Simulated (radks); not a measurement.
Values are calculated unless marked as measured or tabulated.
Radial electron density D(r) = 4 pi r^2 rho(r) of an atom or ion with 11 electrons. Level of theory: non-relativistic Kohn-Sham, Tao-Mo meta-GGA, spin-polarised, spherical densities, point nucleus; meta-GGA in the generalised Kohn-Sham scheme (a radial shooting solver on a logarithmic mesh with Libxc functionals).

```
   r/bohr * D(r) (the largest magnitude, 30, reaches the edge; | marks zero)
 0.005747 |    *
 0.006428 |      *
  0.00719 |       *
 0.008042 |        *
 0.008995 |          *
  0.01006 |            *
  0.01125 |               *
  0.01259 |                  *
  0.01408 |                     *
  0.01575 |                        *
  0.01761 |                            *
   0.0197 |                                *
  0.02204 |                                   *
  0.02465 |                                       *
  0.02757 |                                           *
  0.03083 |                                              *
  0.03449 |                                                 *
  0.03858 |                                                  *
  0.04315 |                                                   *
  0.04826 |                                                   *
  0.05398 |                                                  *
  0.06038 |                                               *
  0.06753 |                                             *
  0.07494 |                                          *
  0.08382 |                                       *
  0.09375 |                                      *
   0.1049 |                                     *
   0.1173 |                                       *
   0.1312 |                                         *
   0.1467 |                                             *
   0.1641 |                                                 *
   0.1836 |                                                    *
   0.2053 |                                                      *
   0.2297 |                                                     *
   0.2569 |                                                 *
   0.2873 |                                           *
   0.3214 |                                   *
   0.3595 |                          *
   0.4021 |                   *
   0.4497 |            *
    0.503 |        *
   0.5626 |     *
   0.6293 |    *
   0.7039 |   *
   0.7873 |  *
   0.8806 |  *
    0.985 | *
    1.102 |*
    1.232 |*
    1.378 *
    1.542 *
    1.724 *
    1.929 *
    2.157 *
```

What is the nuclear charge?

Answer. Z = 24. The innermost maximum, from 1s, lies near 1/Z = 0.0417 bohr (found: 0.0442), and its height grows with Z. The density is that of the chromium ion Cr13+ in [Ne] 3s1; the configuration itself is not fixed sharply by these data, and Z only to about a unit. D(r) has 2 maxima, at r = 0.0442, 0.209 bohr, and minima at 0.102 bohr, inside which lie 2.15 electrons.
